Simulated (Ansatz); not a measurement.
Consider the hydrogenolysis of the Si–F bond: `N[SiH](F)[Si](N)(O)O` + H₂ → `N[SiH2][Si](N)(O)O` + H–F.

Computed with Ansatz on PBE0-D4/def2-TZVP structures; ΔE is electronic, products minus reactants. CBS: MP2 limit from def2 TZ/QZ plus the TZ coupled-cluster correction, frozen cores. This one scheme is used for every species. DFT in def2-TZVPP. Each species was taken in one conformer, which may not be the lowest.

| level | ΔE (eV) |
| --- | --- |
| PBE | 1.36 |
| SCS-MP2/def2-TZVPP | 1.42 |

Problem. What does CCSD(T)/CBS give? (An estimate is asked.)

Solution. The calculation gave: +1.40 eV. The listed levels differ from it by -0.04, 0.02 eV.

Largest T1 diagnostic among the species: 0.012.
